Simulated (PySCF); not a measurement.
A structure optimised at PBE-D3(BJ)/def2-SVP, used in a PySCF frequency run:

```
Si
H 1 1.5020
H 1 1.5029 2 109.71
H 1 1.5067 2 109.90 3 120.64
Te 1 2.5287 2 110.36 3 -121.68
Se 5 2.5713 1 92.57 2 58.96
H 6 1.4899 5 95.58 1 88.88
```
Charge 0, spin multiplicity 1.

Q: Write its SMILES and formula.

A: [SiH3][Te][SeH], H₄SeSiTe

Q: What are its rotational constants (standard atomic weights)?

A: 3.2200, 1.2785, 0.93283 GHz
